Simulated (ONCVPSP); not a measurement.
## What one change does to a pseudopotential (Zr, ONCV)

```
Element                 : zirconium
Generator               : ONCVPSP 4.0.1
Type                    : optimised norm-conserving Vanderbilt (ONCV)
Functional              : PBE
Relativity              : fully relativistic
Frozen core             : [Ar] 3d10
Valence charge          : 12
Reference configuration : 4s2 4p6 4d2 5s2
Partial waves           : 4s+5s: rc 2.30 bohr, ncon 4, nbas 8, qcut 4.3 1/bohr, 2 projectors; 4p: rc 1.35 bohr, ncon 4, nbas 8, qcut 6 1/bohr, 2 projectors, debl 0.9 Ha; 4d: rc 2.75 bohr, ncon 4, nbas 8, qcut 4.8 1/bohr, 2 projectors, debl 3.7 Ha
Local potential         : polynomial inside 0.90 bohr (lpopt 5, dvloc0 0 Ha)
Core correction         : none
```

Open shells are filled in proportion to 2j + 1.

In the p channel the program set the typed energies aside and used -1.172, 0.250 Ha (j = l + 1/2; the other j can differ).

All-electron outer shells of the reference configuration (PBE, scalar-relativistic, ld1.x):

| shell | level (eV) | outermost node (bohr) | outermost maximum (bohr) |
| --- | --- | --- | --- |
| 3d | -174.71 | – | 0.35 |
| 4s | -54.50 | 0.55 | 1.08 |
| 4p | -32.46 | 0.56 | 1.17 |
| 5s | -4.44 | 1.47 | 3.15 |
| 4d | -3.60 | 0.58 | 1.59 |

Change: d: debl 5.35.

Cutoffs: the cutoffs (Ha) at which the residual kinetic energy of the hardest occupied pseudo-wave falls to 1 and 0.1 mHa per electron; they do not see the model core or the augmentation charge, which bear on the density cutoff. Errors are all-electron minus pseudo energies relative to the spin-unpolarised reference configuration.

Q: What does the change do?

A: The potential gets neither clearly harder nor softer (37 Ha and 105 Ha → 37 Ha and 105 Ha); both files keep a bound ghost (s); of the 4 tests that both files solve, the error grows in 0 and shrinks in 2 by more than 15 % and 0.3 meV (median size 15.4 → 14.2 meV).

| quantity | base | changed |
| --- | --- | --- |
| cutoff, loose | 37 Ha | 37 Ha |
| cutoff, tight | 105 Ha | 105 Ha |
| bound ghosts | s | s |
| GHOST(+) flags under 300 eV | d5/2 at 258.1 eV, p1/2 at 267.4 eV | p1/2 at 267.4 eV |
| error for 4s2 4p6 4d2 5s1, meV [ΔE 7.14 eV] | -1.0 | -0.5 |
| error for 4s2 4p6 4d2 5s0, meV [ΔE 20.08 eV] | -9.9 | -7.2 |
| error for 4s2 4p6 4d1 5s0, meV [ΔE 42.70 eV] | +21 | +21 |
| error for 4s2 4p6 4d1 5s2 5p1, meV [ΔE 3.00 eV] | +28 | +27 |
| s: phases at 2.33 bohr within 0.05 rad from the reference energy up to (Ha; the scan ends near 5) | n/a | n/a |
| p3/2: phases at 1.37 bohr within 0.05 rad from the reference energy up to (Ha; the scan ends near 5) | to the end of the scan | to the end of the scan |
| p1/2: phases at 1.37 bohr within 0.05 rad from the reference energy up to (Ha; the scan ends near 5) | to the end of the scan | to the end of the scan |
| d5/2: phases at 2.79 bohr within 0.05 rad from the reference energy up to (Ha; the scan ends near 5) | 0.7 | 0.7 |
| d3/2: phases at 2.79 bohr within 0.05 rad from the reference energy up to (Ha; the scan ends near 5) | 0.7 | 0.7 |

 A true bound ghost makes a file unfit for plane-wave use even where its test errors are small: the radial tests pick states by their node count and pass the ghost by.
